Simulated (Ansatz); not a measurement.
`C[NH][Ga]([NH2])[Cl]` + H–F → `[NH2][Ga]([F])[Cl]` + CH₃NH₂ at 298.15 K and 1 bar (ligand exchange at a Ga–N bond).

Isolated molecules relaxed with PBE0-D4/def2-TZVP in Ansatz; ΔE leaves out vibrations. CBS: MP2 limit from def2 TZ/QZ plus the TZ coupled-cluster correction, frozen cores. This one scheme is used for every species. For Ga outer-core shells are correlated without core-valence functions, which leaves a few kJ/mol of doubt a bond. Scalar relativity is left out up to krypton. One conformer a species, not always the lowest.

```
               species  CCSD(T)/CBS energy (Eh)  H − E (kJ/mol)  S (J/(mol·K))
`C[NH][Ga]([NH2])[Cl]`              -2534.88493           236.8          387.6
                   H–F               -100.39570            33.5          173.6
  `[NH2][Ga]([F])[Cl]`              -2539.54166            94.1          335.8
                CH₃NH₂                -95.75281           180.0          240.4
```

H − E and S are ideal-gas, rigid-rotor, harmonic terms from PBE0-D4/def2-TZVP, for one conformer and one mirror image of each species. 1 Eh = 2625.50 kJ/mol, R = 8.31446 J/(mol·K).

Question: By hand: ΔE, ΔH, ΔS and ΔG.

Answer: ΔE = (-2539.54166) + (-95.75281) − (-2534.88493) − (-100.39570) = -0.01384 Eh = -36.3 kJ/mol. Δ(H − E) = 94.1 + 180.0 − 236.8 − 33.5 = 3.8, so ΔH = -32.5 kJ/mol. ΔS = 335.8 + 240.4 − 387.6 − 173.6 = 15.0 J/(mol·K). ΔG = -32.5 − 298.15 × (15.0)/1000 = -37.0 kJ/mol.

Question: By hand: the equilibrium constant, and the temperature at which ΔG would vanish if ΔH and ΔS stayed fixed.

Answer: log₁₀ K = −ΔG/(RT ln 10) = 6.5. ΔH and −TΔS have one sign here, so there is no such temperature.

ΔH outweighs TΔS. A doubt of 5 kJ/mol in ΔE shifts log₁₀ K by 0.9 here. Other conformers and mirror images would add mixing entropy, several J/(mol·K) or more a flexible species. These are equilibria of isolated gas molecules and say nothing of rates. Largest T1 diagnostic: 0.013 (customary marks: 0.02 for closed shells, 0.045 for open ones).
